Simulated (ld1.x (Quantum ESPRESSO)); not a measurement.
## silicon (Si): one change to an RRKJ potential, before and after

ld1.x (Quantum ESPRESSO) 7.5 input, shortened:

```
&input
   title='Si', zed=14., rel=0, dft='PBE', iswitch=3,
   config='[Ne] 3s1.75 3p2.25'
 /
 &inputp
   pseudotype=2, tm=.false., rho0=0.01, lloc=1,
   nlcc=.true.
 /
2
3S  1  0   1.75   0.00  1.85  1.85  0.0
3P  2  1   2.25   0.00  2.20  2.20  0.0
 &test
   configts(1)='3s1.75 3p2.25'
 /
```

Change: all radii but the core radius scaled by about 1.13 (s 2.08, p 2.48 bohr).

Cutoffs: the cutoffs (Ry, on a coarse ladder) from which the occupation-weighted sum of valence levels, in a spherical-Bessel basis at the reference potential, stays within 10 and 1 mRy of its value at 400 Ry; they do not see the model core or the augmentation charge, which bear on the density cutoff. Errors are all-electron minus pseudo energies relative to the spin-unpolarised reference configuration.

What does the change do?

The potential gets softer (25 Ry and 45 Ry → 15 Ry and 35 Ry); of the 7 tests that both files solve, the error grows in 0 and shrinks in 4 by more than 15 % and 0.3 meV (median size 1.3 → 1.1 meV); neither file shows a bound ghost. A larger radius leaves more room for a smooth pseudo-wave, so fewer plane waves are needed. That the errors move this way runs against the usual rule that smaller radii transfer better.

```csv
quantity,base,changed
"cutoff, loose",25 Ry,15 Ry
"cutoff, tight",45 Ry,35 Ry
loose cutoff by channel (10 mRy a level),"s 15 Ry, p 6 Ry","s 12 Ry, p 6 Ry"
bound ghosts,none,none
"error for 3s2 3p2, meV [ΔE -1.67 eV]",0.0,0.0
"error for 3s2 3p1, meV [ΔE 6.08 eV]",+1.3,+1.1
"error for 3s2 3p0, meV [ΔE 22.08 eV]",+12,+9.4
"error for 3s1 3p3, meV [ΔE 5.08 eV]",+0.6,+0.2
"error for 3s1 3p0, meV [ΔE 55.98 eV]",+65,+51
"error for 3s2 3p2.3, meV [ΔE -2.61 eV]",+0.2,+0.2
"error for 3s0 3p4, meV [ΔE 11.99 eV]",+3.6,+1.4
```
